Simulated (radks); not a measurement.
Spherical quantum dot in the effective-mass picture: electrons in a hard-walled sphere of radius 3.07, with a point charge +1 (a donor) at the centre, all in effective atomic units (hartree* = m*/eps^2 hartree, bohr* = eps/m* bohr), one dielectric constant everywhere. Method: non-relativistic Kohn-Sham, LDA (Slater exchange, Perdew-Wang correlation), spin-polarised, spherical densities; computed with a radial shooting solver with Libxc functionals. Levels are named by radial order and angular momentum (1s, 1p, 1d, 2s, ...), and open shells are averaged over m. Results are scaled to m* = 0.066 and eps = 7.1, for which hartree* = 35.63 meV and bohr* = 5.693 nm.

N = 27, configuration 1s2 1p6 1d10 2s(up 1, down 0) 1f(up 7, down 1). This is the lowest configuration that the search found. Occupied and some empty levels:

| level | occupation | eigenvalue (meV) | <r> (nm) |
|---|---|---|---|
| 1s up | 1 | 401.93 | 11.19 |
| 1s down | 1 | 405.24 | 11.26 |
| 1p up | 3 | 413.28 | 12.09 |
| 1p down | 3 | 416.41 | 12.08 |
| 1d up | 5 | 430.83 | 12.56 |
| 1d down | 5 | 434.01 | 12.55 |
| 2s up | 1 | 450.97 | 6.955 |
| 1f up | 7 | 454.45 | 12.91 |
| 2s down | 0 | 457.23 | 7.116 |
| 1f down | 1 | 457.67 | 12.91 |
| 1g up | 0 | 483.71 | 13.21 |
| 1g down | 0 | 486.98 | 13.20 |
| 2p up | 0 | 496.54 | 8.851 |
| 2p down | 0 | 500.12 | 8.941 |
| 2d up | 0 | 538.72 | 9.855 |
| 2d down | 0 | 541.53 | 9.889 |

Energy (meV): total 6373.31, kinetic 1898.9, external -491.26, Hartree 5504.7, exchange-correlation -539.11.

Electron density:

| r (nm) | n(r) (e/nm^3) |
|---|---|
| 1.37 | 0.002301 |
| 2.68 | 0.001452 |
| 3.98 | 0.0009582 |
| 5.28 | 0.0007295 |
| 6.59 | 0.0007261 |
| 7.90 | 0.0009353 |
| 9.20 | 0.001331 |
| 10.5 | 0.001823 |
| 11.8 | 0.002207 |
| 13.1 | 0.002191 |
| 14.4 | 0.001594 |
| 15.7 | 0.0006638 |
| 17.0 | 0.00004561 |
